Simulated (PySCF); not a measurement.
**Where the electron goes**

C₈H₄FN.
Geometry (PBE0-D3(BJ)/def2-SVP, Å), atoms numbered from 1 in this order:
```
atom  x, y, z in Å
N1    -1.4120    3.3922   -0.2710
C2    -0.9951    2.3141   -0.1893
C3    -0.4629    0.9934   -0.0811
C4    -1.2992   -0.1517   -0.1197
F5    -2.6024    0.0334   -0.2693
C6    -0.8203   -1.4564   -0.0090
C7     0.5518   -1.7267    0.1498
C8     1.3403   -0.5958    0.1801
C9     0.8706    0.6638    0.0734
C10    2.3442    0.5079    0.2336
H11   -1.5556   -2.2626   -0.0499
H12    0.9158   -2.7529    0.2383
H13    2.9975    0.6907   -0.6322
H14    2.8108    0.7763    1.1926
```

Level of theory: TDDFT PBE0/def2-SVPD, vertical, gas phase, core orbitals frozen in the response (PySCF).

Kohn–Sham orbitals with the atoms that hold most of them (Löwdin shares over 4%, at most four atoms; ? is withheld):

| orbital | ε (eV) | atoms |
| --- | --- | --- |
| HOMO-3 | -9.81 | N1 38%, C2 29%, C3 7%, C10 6% |
| HOMO-2 | -9.22 | C8 26%, C9 25%, C10 11%, C7 8% |
| HOMO-1 | -8.17 | ? |
| HOMO | ? | ? |
| LUMO | -2.01 | C7 20%, C3 16%, N1 12%, C9 10% |
| LUMO+1 | -0.83 | C4 21%, C6 18%, C9 18%, C8 18% |
| LUMO+2 | 0.36 | C10 24%, C8 12%, C9 11%, C7 9% |

Problem. Give the leading atoms of the HOMO-1.

Solution. C3 (bonded to 3 C) 19%; N1 (bonded to C) 17%; C7 (bonded to 2 C and H) 16%; C9 (bonded to 3 C) 13%. By element: carbon 49% or more, nitrogen 17%.

Problem. Give the leading atoms of the HOMO.

Solution. C8 (bonded to 3 C) 19%; C4 (bonded to 2 C and F) 18%; C6 (bonded to 2 C and H) 15%; C9 (bonded to 3 C) 10%.

Problem. What is the HOMO energy, and the HOMO–LUMO gap?

Solution. ε(HOMO) = -7.59 eV; the gap is 5.58 eV (0.2050 hartree).

Problem. How does S1 compare with the orbital gap of 5.58 eV?

Solution. S1 is at 4.67 eV (f = 0.081), 0.91 eV below the gap, made of HOMO→LUMO (88%), HOMO-1→LUMO+1 (10%). 

Problem. One configuration dominates each of S1, S2, S3 and S6. Which, and how do the shares of the two leading atoms of either orbital change from the occupied to the empty one?

Solution. 
- S1 (4.67 eV, f 0.081), HOMO→LUMO (88%): C8 19% → at most 11%, C4 18% → at most 11%, C7 at most 11% → 20%, C3 at most 11% → 16%
- S2 (5.57 eV, f 0.175), HOMO-1→LUMO (72%): C3 19% → 16%, N1 17% → 12%, C7 16% → 20%
- S3 (5.64 eV, f 0.0010), HOMO-2→LUMO (99%): C8 26% → at most 11%, C9 25% → 10%, C7 8% → 20%, C3 at most 8% → 16%
- S6 (6.66 eV, f 0.263), HOMO-1→LUMO+1 (81%): C3 19% → at most 18%, N1 17% → at most 18%, C4 at most 14% → 21%, C6 at most 14% → 18%

Löwdin shares depend on the basis, the more so with diffuse functions.

The run took 49 s wall on Arm Neoverse V1, one thread (shared host).
